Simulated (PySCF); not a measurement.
Isomers of C8H12O3.

All values: PBE0/pcSseg-1 (PySCF) at GFN2-xTB geometries, gas phase, one conformer each.

Task: Rank by the lowest Hirshfeld charge on any atom, highest value first.
A. `[CH3:1][O:2][C:3](=[O:4])[C@H:5]1[CH2:6][CH2:7][CH2:8][C:9](=[O:10])[CH2:11]1` with C1–O2–C3–O4 0°, O2–C3–C5–C6 112°, C3–C5–C6–C7 177°, C5–C6–C7–C8 -59°, C6–C7–C8–C9 56°, C7–C8–C9–O10 127°
B. `[O:1]=[C:2]1[O:3][CH2:4][CH2:5][C@@H:6]([CH:7]2[CH2:8][CH2:9][CH2:10]2)[O:11]1` with C5–C6–C7–C8 69°, O1–C2–O3–C4 180°, C2–O3–C4–C5 -32°, O3–C4–C5–C6 56°, C4–C5–C6–C7 -172°
C. `[CH3:1][O:2][C:3]1=[CH:4][O:5][CH:6]=[C:7]([CH:8]([CH3:9])[CH3:10])[O:11]1` with C1–O2–C3–C4 -178°, C6–C7–C8–C9 -119°
D. `[CH3:1][CH2:2][C:3]#[C:4][C:5](=[O:6])[O:7][CH2:8][O:9][CH2:10][CH3:11]` with C4–C5–O7–C8 177°, C5–O7–C8–O9 -105°, O7–C8–O9–C10 68°, C8–O9–C10–C11 65°

Result: C (-0.123 e), D (-0.232 e), A (-0.254 e), B (-0.301 e).

Task: Rank by LUMO energy, lowest first.
A. `[CH3:1][CH2:2][C:3]#[C:4][C:5](=[O:6])[O:7][CH2:8][O:9][CH2:10][CH3:11]` with C4–C5–O7–C8 177°, C5–O7–C8–O9 -105°, O7–C8–O9–C10 68°, C8–O9–C10–C11 65°
B. `[O:1]=[C:2]1[O:3][CH2:4][CH2:5][C@@H:6]([CH:7]2[CH2:8][CH2:9][CH2:10]2)[O:11]1` with C5–C6–C7–C8 69°, O1–C2–O3–C4 180°, C2–O3–C4–C5 -32°, O3–C4–C5–C6 56°, C4–C5–C6–C7 -172°
C. `[CH3:1][O:2][C:3]1=[CH:4][C:5](=[O:6])[C@@H:7]([O:8][CH3:9])[CH2:10][CH2:11]1` with C1–O2–C3–C4 1°, C5–C7–O8–C9 -75°, C3–C4–C5–O6 -177°, C4–C5–C7–O8 -156°, C5–C7–C10–C11 59°, C7–C10–C11–C3 -54°
D. `[CH3:1][O:2][C:3]1=[CH:4][O:5][CH:6]=[C:7]([CH:8]([CH3:9])[CH3:10])[O:11]1` with C1–O2–C3–C4 -178°, C6–C7–C8–C9 -119°
E. `[CH3:1][O:2][C:3](=[O:4])[C@H:5]1[CH2:6][CH2:7][CH2:8][C:9](=[O:10])[CH2:11]1` with C1–O2–C3–O4 0°, O2–C3–C5–C6 112°, C3–C5–C6–C7 177°, C5–C6–C7–C8 -59°, C6–C7–C8–C9 56°, C7–C8–C9–O10 127°
F. `[CH2:1]=[CH:2][CH2:3][C@@H:4]1[O:5][CH2:6][C@@H:7]1[O:8][C:9]([CH3:10])=[O:11]` with C1–C2–C3–C4 -135°, C2–C3–C4–O5 177°, C6–C7–O8–C9 162°, C7–O8–C9–C10 179°

Result: A (-1.16 eV), C (-1.03 eV), E (-0.57 eV), F (0.07 eV), D (0.36 eV), B (0.74 eV).

Task: Rank by HOMO–LUMO gap, highest first.
A. `[CH2:1]=[CH:2][CH2:3][C@@H:4]1[O:5][CH2:6][C@@H:7]1[O:8][C:9]([CH3:10])=[O:11]` with C1–C2–C3–C4 -135°, C2–C3–C4–O5 177°, C6–C7–O8–C9 162°, C7–O8–C9–C10 179°
B. `[CH3:1][O:2][C:3]1=[CH:4][O:5][CH:6]=[C:7]([CH:8]([CH3:9])[CH3:10])[O:11]1` with C1–O2–C3–C4 -178°, C6–C7–C8–C9 -119°
C. `[CH3:1][CH2:2][C:3]#[C:4][C:5](=[O:6])[O:7][CH2:8][O:9][CH2:10][CH3:11]` with C4–C5–O7–C8 177°, C5–O7–C8–O9 -105°, O7–C8–O9–C10 68°, C8–O9–C10–C11 65°
D. `[CH3:1][C@@:2]1([O:3][CH:4]=[O:5])[CH2:6][C@@H:7]2[CH2:8][CH2:9][C@H:10]1[O:11]2` with C1–C2–O3–C4 -68°, C2–O3–C4–O5 -2°
E. `[CH3:1][O:2][C:3](=[O:4])[C@H:5]1[CH2:6][CH2:7][CH2:8][C:9](=[O:10])[CH2:11]1` with C1–O2–C3–O4 0°, O2–C3–C5–C6 112°, C3–C5–C6–C7 177°, C5–C6–C7–C8 -59°, C6–C7–C8–C9 56°, C7–C8–C9–O10 127°
F. `[O:1]=[C:2]1[O:3][CH2:4][CH2:5][C@@H:6]([CH:7]2[CH2:8][CH2:9][CH2:10]2)[O:11]1` with C5–C6–C7–C8 69°, O1–C2–O3–C4 180°, C2–O3–C4–C5 -32°, O3–C4–C5–C6 56°, C4–C5–C6–C7 -172°

Result: F (8.84 eV), D (7.76 eV), A (7.38 eV), C (6.69 eV), E (6.54 eV), B (5.47 eV).

All values together:

```
                         SMILES  μ (D)  HOMO (eV)  LUMO (eV)  lowest IAO charge (e)  highest IAO charge (e)  lowest Hirshfeld charge (e)  highest Hirshfeld charge (e)
    C=CC[C@@H]1OC[C@@H]1OC(C)=O   1.76      -7.31       0.07             -0.473 (C)              +0.535 (C)                   -0.260 (O)                    +0.217 (C)
        COC(=O)[C@H]1CCCC(=O)C1   3.29      -7.11      -0.57             -0.472 (O)              +0.521 (C)                   -0.254 (O)                    +0.218 (C)
       COC1=CC(=O)[C@@H](OC)CC1   3.95      -6.56      -1.03             -0.439 (O)              +0.349 (C)                   -0.241 (O)                    +0.134 (C)
        O=C1OCC[C@@H](C2CCC2)O1   6.13      -8.10       0.74             -0.472 (O)              +0.658 (C)                   -0.301 (O)                    +0.251 (C)
                CCC#CC(=O)OCOCC   2.41      -7.85      -1.16           -0.447 (O/C)              +0.509 (C)                   -0.232 (O)                    +0.214 (C)
            COC1=COC=C(C(C)C)O1   2.39      -5.10       0.36             -0.419 (C)              +0.332 (C)                 -0.123 (O/C)                    +0.113 (C)
C[C@@]1(OC=O)C[C@@H]2CC[C@H]1O2   2.55      -7.68       0.07             -0.455 (O)              +0.399 (C)                   -0.238 (O)                    +0.181 (C)
```

Conformers: `[CH2:1]=[CH:2][CH2:3][C@@H:4]1[O:5][CH2:6][C@@H:7]1[O:8][C:9]([CH3:10])=[O:11]` with C1–C2–C3–C4 -135°, C2–C3–C4–O5 177°, C6–C7–O8–C9 162°, C7–O8–C9–C10 179°; `[CH3:1][O:2][C:3](=[O:4])[C@H:5]1[CH2:6][CH2:7][CH2:8][C:9](=[O:10])[CH2:11]1` with C1–O2–C3–O4 0°, O2–C3–C5–C6 112°, C3–C5–C6–C7 177°, C5–C6–C7–C8 -59°, C6–C7–C8–C9 56°, C7–C8–C9–O10 127°; `[CH3:1][O:2][C:3]1=[CH:4][C:5](=[O:6])[C@@H:7]([O:8][CH3:9])[CH2:10][CH2:11]1` with C1–O2–C3–C4 1°, C5–C7–O8–C9 -75°, C3–C4–C5–O6 -177°, C4–C5–C7–O8 -156°, C5–C7–C10–C11 59°, C7–C10–C11–C3 -54°; `[O:1]=[C:2]1[O:3][CH2:4][CH2:5][C@@H:6]([CH:7]2[CH2:8][CH2:9][CH2:10]2)[O:11]1` with C5–C6–C7–C8 69°, O1–C2–O3–C4 180°, C2–O3–C4–C5 -32°, O3–C4–C5–C6 56°, C4–C5–C6–C7 -172°; `[CH3:1][CH2:2][C:3]#[C:4][C:5](=[O:6])[O:7][CH2:8][O:9][CH2:10][CH3:11]` with C4–C5–O7–C8 177°, C5–O7–C8–O9 -105°, O7–C8–O9–C10 68°, C8–O9–C10–C11 65°; `[CH3:1][O:2][C:3]1=[CH:4][O:5][CH:6]=[C:7]([CH:8]([CH3:9])[CH3:10])[O:11]1` with C1–O2–C3–C4 -178°, C6–C7–C8–C9 -119°; `[CH3:1][C@@:2]1([O:3][CH:4]=[O:5])[CH2:6][C@@H:7]2[CH2:8][CH2:9][C@H:10]1[O:11]2` with C1–C2–O3–C4 -68°, C2–O3–C4–O5 -2°.
